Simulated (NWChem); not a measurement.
# sulfur trioxide (SO$_{3}$); SMILES O=S(=O)=O

```xyz
4

O     -1.0192    -1.0192     0.0000
S      0.0000     0.0000     0.0000
O     -0.3731     1.3923     0.0000
O      1.3923    -0.3731     0.0000
```
Atoms are numbered in this order, from 1.

Results from NWChem. The geometry was optimised at PBE0/def2-SVP. Level: PBE0/def2-SVP with SMD (1 M gas to 1 M solution), gas-phase geometry.

Q: Predict the results for solvent water. Quantities: solvation free energy (kcal/mol); cavity-dispersion-structure term (kcal/mol).

A: 
```json
{
 "solvation free energy (kcal/mol)": "-3.5",
 "cavity-dispersion-structure term (kcal/mol)": "-0.1"
}
```
